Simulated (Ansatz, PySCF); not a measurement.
Species: sum formula BNHF₂, charge 0, multiplicity 2. It need not be the lowest isomer of its formula. SMILES: FB(F)[NH]
Coordinates optimised at B3LYP-D3(BJ)/def2-TZVP (Ansatz, an electronic-structure program):
```xyz
5

B     -0.0107    -0.0006    -0.0004
F      0.5232     1.2131     0.0314
F      0.6650    -0.9648    -0.6110
N     -1.2167    -0.2883     0.7089
H     -2.1236    -0.2137     0.2557
```
Charge 0, spin multiplicity 2.

Wanted: atomisation energy (electronic, to ground-state atoms); the coupled-cluster value holds the core correlation from cc-pwCVTZ, in kcal/mol. Valence correlation only, unless marked. Open shells are spin-unrestricted. No spin-orbit coupling. No relativistic terms. Basis-set limits of correlation are two-point, X^-3; Hartree-Fock from the larger set. [CCSD(T)-MP2]/basis is that difference in the basis named.

Level to compare with: RI-MP2/CBS(aug-cc-pVTZ,aug-cc-pVQZ)+[CCSD(T)-MP2]/aug-cc-pVTZ plus the core term (Ansatz), 493.4 kcal/mol. It is a level with limits of its own, and the differences hold the functionals' basis error too.

**Question.** Rank these functionals by how close they come to RI-MP2/CBS(aug-cc-pVTZ,aug-cc-pVQZ)+[CCSD(T)-MP2]/aug-cc-pVTZ, closest first: revPBE/def2-TZVPD (Ansatz); BP86/def2-TZVPD (PySCF); HSE06/def2-TZVPD (Ansatz).

**Answer.** HSE06/def2-TZVPD (screened hybrid, 494.4 kcal/mol, difference 1.0), revPBE/def2-TZVPD (GGA, 488.5 kcal/mol, difference -4.9), BP86/def2-TZVPD (GGA, 509.8 kcal/mol, difference 16.4)
